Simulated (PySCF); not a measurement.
**Radial density of Er (erbium, neutral)**

revPBE, [Xe] 4f12 6s2, one real determinant. Calculation: PySCF 2.14, in cc-pVDZ-X2C (8s7p5d3f1g, 84 functions); the spin-free X2C one-electron Hamiltonian (Gaussian nucleus).

| r (bohr) | 4πr²ρ (e/bohr) | 4πr²(ρα − ρβ) |
| --- | --- | --- |
| 0.0179 | 88.47 | 0.0011 |
| 0.0302 | 81.86 | 0.0026 |
| 0.0508 | 115.2 | 0.0045 |
| 0.0854 | 106.8 | 0.0103 |
| 0.144 | 101.4 | 0.1361 |
| 0.242 | 80.06 | 0.8730 |
| 0.406 | 55.60 | 2.4228 |
| 0.684 | 38.66 | 2.2770 |
| 1.15 | 13.54 | 0.8129 |
| 1.93 | 3.763 | 0.0818 |
| 3.25 | 0.8359 | 0.0016 |
| 5.47 | 0.2728 | -0.0025 |
| 9.20 | 0.008249 | -0.0004 |

Densities and radii are taken from the X2C orbitals without a picture-change correction, which distorts them close to the nucleus.

⟨L²⟩ = 24.05 against 30 for a pure H term, so this real determinant mixes terms. Spin-orbit coupling, absent here, splits the open shell strongly.

Q: Where is the radial spin density 4πr²(ρα − ρβ) most negative, and why is it negative at all?

A: Around r = 5.47 bohr, down to -0.0025 e/bohr: exchange with the open shell polarises the paired shells in an unrestricted calculation.
